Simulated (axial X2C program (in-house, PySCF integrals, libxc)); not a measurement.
**Nuclear properties of AsF⁺**

Calculated with an in-house all-electron X2C program for linear molecules (integrals from PySCF): two-component X2C with atomic mean-field Coulomb and Gaunt terms, Gaussian nuclei, basis As dyall-cv3z, F dyall-av3z with contracted cores.

R = 1.661 Å (near the PBE0 minimum at charge 1 of the determinant lowest at the starting distance; the state shown can have its own minimum elsewhere).

Input and command:
```json
{"zs": [33, 9], "q": 1, "bas": ["dyall-cv3z", "dyall-av3z"], "r0": 1.85, "levels": ["PBE0", "HF", "r2SCAN", "LDA", "BP86"], "nst": 3}
```
```bash
python soeom.py task.json out
```

Keys: zs atomic numbers; q charge; bas basis sets; r0 starting distance in Å; levels methods; nst determinants followed.

Determinant lowest in the PBE0 search, Ω = 1/2 (⟨Sz⟩ = -0.50, ⟨Lz⟩ = 1.00 at PBE0), spin on the atoms As -0.49, F -0.01:

| level | Eeff magnitude (GV/cm) | Ws magnitude As (kHz) | A∥/gI As (MHz) | qzz As (a.u.) | A∥/gI F (MHz) | qzz F (a.u.) |
| --- | --- | --- | --- | --- | --- | --- |
| PBE0 | 0.053 | 0.0666 | 2410 | -0.79 | 209 | 1.40 |
| HF | 0.361 | 0.328 | 2170 | -1.18 | 131 | 1.61 |
| r2SCAN | 0.292 | 0.276 | 2470 | -0.64 | 213 | 1.34 |
| LDA | 0.135 | 0.0937 | 2460 | -0.52 | 251 | 1.25 |
| BP86 | 0.0172 | 0.00851 | 2440 | -0.58 | 240 | 1.27 |

Determinant 0.21 eV from it at PBE0 and this distance, Ω = 3/2 (⟨Sz⟩ = 0.50, ⟨Lz⟩ = 1.00 at PBE0), spin on the atoms As 0.49, F 0.01:

| level | Eeff magnitude (GV/cm) | Ws magnitude As (kHz) | A∥/gI As (MHz) | qzz As (a.u.) | A∥/gI F (MHz) | qzz F (a.u.) |
| --- | --- | --- | --- | --- | --- | --- |
| PBE0 | 0.36 | 0.108 | 407 | -0.97 | 59.9 | 1.39 |
| HF | 0.939 | 0.273 | 480 | -1.38 | 54.4 | 1.61 |
| r2SCAN | 0.557 | 0.166 | 357 | -0.81 | 69.7 | 1.33 |
| LDA | 0.132 | 0.0426 | 419 | -0.70 | 59.4 | 1.24 |
| BP86 | 0.245 | 0.0756 | 387 | -0.75 | 62.6 | 1.26 |

Eeff is the effective electric field on the electron electric dipole moment in this Ω state and Ws the scalar–pseudoscalar constant of the nucleus named (defined with the proton number Z and per Ω); A∥ (defined per Ω) follows by multiplying with gI = μI/(I μN); qzz is the electric field gradient, eQq0 = 234.96 MHz × Q/barn × qzz. The operators were transformed with the bare-nucleus X2C matrices; with these basis sets, hyperfine constants and field gradients can be off by tens of per cent, and where levels differ in sign neither size nor sign is settled.

(1) With gI(75As) = 0.9597, gI(19F) = 5.2577 (g factors from the IAEA table of nuclear moments by Stone), turn the PBE0 values of the first state into constants in MHz.

Each state is one determinant with collinear spin. Unrestricted Hartree–Fock can overshoot spin polarisation at the nuclei. In the state Ω = 1/2 the sign of Eeff differs between levels (LDA, BP86 against PBE0). Where Eeff spreads by more than a factor of two the levels disagree and none is to be relied on. The search compared states at one distance, so a state with another bond length can lie lower. The sign of Ws at As differs between levels in the first state. Where a field gradient or hyperfine factor spreads by more than a factor of two over the levels, a constant derived from it is not to be relied on. PBE0 term energies can be off by some tenths of an eV.

Results:

(1) A∥(75As) = 2410 × 0.9597 = 2310 MHz; A∥(19F) = 209 × 5.2577 = 1100 MHz.
